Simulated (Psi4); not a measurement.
Cl2Sr, triplet, geometry from GFN2-xTB (such geometries of metal compounds can be far from the true shape) (a higher spin typed on purpose: for a closed-shell molecule this is an excited state) (all electrons, no relativity), with bond 3-1 at 1.3 times its length; HF/3-21G in Psi4 1.11.

Psi4 was given this input:
```
memory 2 GB

molecule {
0 3
  Sr    0.50354995   -0.98029751    0.16357802
  Cl    0.31464289    1.39392006   -1.09624314
  Cl   -2.02335765    1.33062241    0.90070420
}

set basis 3-21g
set reference uhf
set scf_type pk
set e_convergence 1e-8

energy('scf')
print_variables()
```

What the program printed (banner, timings and long lists left out):

```
   => Loading Basis Set <=

    Name: 3-21G
    Role: ORBITAL
    Keyword: BASIS

         ---------------------------------------------------------
                                   SCF
               by Justin Turney, Rob Parrish, Andy Simmonett
                          and Daniel G. A. Smith
                              UHF Reference
         ---------------------------------------------------------

  ==> Geometry <==

    Molecular point group: cs
    Full point group: Cs

    Geometry (in Angstrom), charge = 0, multiplicity = 3:

       Center              X                  Y                   Z               Mass
    ------------   -----------------  -----------------  -----------------  -----------------
         SR           0.386788177962    -1.141556634394     0.000000000000    87.905612500000
         CL           1.051144178398     1.469645274093     0.000000000000    34.968852682000
         CL          -2.023462372556     1.400029520856     0.000000000000    34.968852682000

  Running in cs symmetry.

  Rotational constants: A =      0.12296  B =      0.05326  C =      0.03717 [cm^-1]
  Rotational constants: A =   3686.21793  B =   1596.82896  C =   1114.17893 [MHz]
  Nuclear repulsion =  274.197241006660477

  Charge       = 0
  Multiplicity = 3
  Electrons    = 72
  Nalpha       = 37
  Nbeta        = 35

  ==> Algorithm <==

  SCF Algorithm Type is PK.
  DIIS enabled.
  MOM disabled.
  Fractional occupation disabled.
  Guess Type is SAD.
  Energy threshold   = 1.00e-08
  Density threshold  = 1.00e-06
  Integral threshold = 1.00e-12

  ==> Primary Basis <==

  Basis Set: 3-21G
    Blend: 3-21G
    Number of shells: 26
    Number of basis functions: 53
    Number of Cartesian functions: 53
    Spherical Harmonics?: false
    Max angular momentum: 2

  ==> Integral Setup <==

  Using in-core PK algorithm.
   Calculation information:
      Number of atoms:                   3
      Number of AO shells:              26
      Number of primitives:             60
      Number of atomic orbitals:        53
      Number of basis functions:        53

      Integral cutoff                 1.00e-12
      Number of threads:                 1

  Performing in-core PK
  Using 2049192 doubles for integral storage.
  We computed 45189 shell quartets total.
  Whereas there are 61776 unique shell quartets.

  ==> DiskJK: Disk-Based J/K Matrices <==

    J tasked:                  Yes
    K tasked:                  Yes
    wK tasked:                  No
[...]
   @UHF iter  13: -4031.77184373904038   -4.10701e-08   9.54826e-07 DIIS
   @UHF iter  14: -4031.77184374480476   -5.76438e-09   2.12241e-07 DIIS
  Energy and wave function converged.

  ==> Post-Iterations <==

   @Spin Contamination Metric:   3.184231553E-03
   @S^2 Expected:                2.000000000E+00
   @S^2 Observed:                2.003184232E+00
   @S   Expected:                1.000000000E+00
   @S   Observed:                1.000000000E+00

    Orbital Energies [Eh]
    ---------------------

    Alpha Occupied:

[...]
      28Ap    -0.214548

    Alpha Virtual:

[...]
      40Ap    32.211498

    Beta Occupied:

[...]
    Beta Virtual:

[...]
    Final Occupation by Irrep:
             Ap   App
    DOCC [    26,    9 ]
    SOCC [     2,    0 ]
    NA   [    28,    9 ]
    NB   [    26,    9 ]

  @UHF Final Energy: -4031.77184374480476

   => Energetics <=

    Nuclear Repulsion Energy =            274.1972410066604766
    One-Electron Energy =               -6136.4286027760808793
    Two-Electron Energy =                1830.4595180246160453
    Total Energy =                      -4031.7718437448047553

  UHF NO Occupations:
  HONO-2 :   26 Ap 1.9988763
  HONO-1 :   27 Ap 1.0000000
  HONO-0 :   28 Ap 1.0000000
  LUNO+0 :   29 Ap 0.0011237
  LUNO+1 :   30 Ap 0.0001678
  LUNO+2 :   10App 0.0000971
  LUNO+3 :   31 Ap 0.0000708

Computation Completed

Properties will be evaluated at   0.000000,   0.000000,   0.000000 [a0]

Properties computed using the SCF density matrix

 Multipole Moments:

 ------------------------------------------------------------------------------------
     Multipole            Electronic (a.u.)      Nuclear  (a.u.)        Total (a.u.)
 ------------------------------------------------------------------------------------

 L = 1.  Multiply by 2.5417464519 to convert [e a0] to [Debye]
 Dipole X            :          2.8919383           -3.4609550           -0.5690168
 Dipole Y            :        -12.5873033           10.2145733           -2.3727300
 Dipole Z            :          0.0000000            0.0000000            0.0000000
 Magnitude           :                                                    2.4400057

 ------------------------------------------------------------------------------------

  Variable Map:
  ----------------------------------------------------------------------------
[...]
  Array Variable Map:
  ----------------------------------------------------------------------------
[...]
[...]
```
